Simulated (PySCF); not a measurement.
Electron correlation in Pb⁻ (lead, charge -1)

[Xe] 4f14 5d10 6s2 6p3, high-spin 4S determinant. Computed with PySCF 2.14 in aug-cc-pVDZ-PP with ECP60MDF (5s4p3d, 32 functions), with a scalar-relativistic core potential. Frozen: 5s2 5p6 5d10; 5 electrons correlated.

| level | correlation energy (mhartree) |
| --- | --- |
| CCSD | -51.34 |
| (T) | -1.07 |
| CCSD(T) | -52.41 |
| CCSDT | -52.73 |

Diagnostics: T1 = 0.0099, D1 = 0.0171, largest double amplitude 0.045.

Spin-orbit coupling is strong in this species (close to jj coupling), so the high-spin LS determinant is a model state, not a physical level.

Cost of the coupled-cluster step: about 0.27 core-seconds, for 5 correlated electrons.

Iterations:

```
CC2 = 0
CCSD nocc = (np.int64(4), np.int64(1)), nmo = (23, 23)
frozen orbitals [[0, 1, 2, 3, 4, 5, 6, 7, 8], [0, 1, 2, 3, 4, 5, 6, 7, 8]]
max_cycle = 100
direct = 0
conv_tol = 1e-08
conv_tol_normt = 1e-06
diis_space = 8
diis_start_cycle = 0
Init t2, MP2 energy = -0.0401990638057509
Init E_corr(UCCSD) = -0.0401990638786242
cycle = 1  E_corr(UCCSD) = -0.0486394362372572  dE = -0.00844037236  norm(t1,t2) = 0.0446779
cycle = 2  E_corr(UCCSD) = -0.0505707316287892  dE = -0.00193129539  norm(t1,t2) = 0.0140938
cycle = 3  E_corr(UCCSD) = -0.0513751038952008  dE = -0.000804372266  norm(t1,t2) = 0.00594921
cycle = 4  E_corr(UCCSD) = -0.0513389585222279  dE = 3.6145373e-05  norm(t1,t2) = 0.00171438
cycle = 5  E_corr(UCCSD) = -0.0513407495592517  dE = -1.79103702e-06  norm(t1,t2) = 0.000350384
cycle = 6  E_corr(UCCSD) = -0.0513389446323316  dE = 1.80492692e-06  norm(t1,t2) = 6.43476e-05
cycle = 7  E_corr(UCCSD) = -0.0513398139248175  dE = -8.69292486e-07  norm(t1,t2) = 9.32019e-06
cycle = 8  E_corr(UCCSD) = -0.0513396134762098  dE = 2.00448608e-07  norm(t1,t2) = 1.89886e-06
cycle = 9  E_corr(UCCSD) = -0.0513396353055313  dE = -2.18293216e-08  norm(t1,t2) = 4.52347e-07
cycle = 10  E_corr(UCCSD) = -0.0513396387691507  dE = -3.46361939e-09  norm(t1,t2) = 1.42532e-07
UCCSD converged
E(UCCSD) = -191.9165616280227  E_corr = -0.05133963876915072
UCCSD(T) correction = -0.00107245636546538
```

Spin-orbit coupling is strong in this species, so the high-spin LS determinant is a model state.
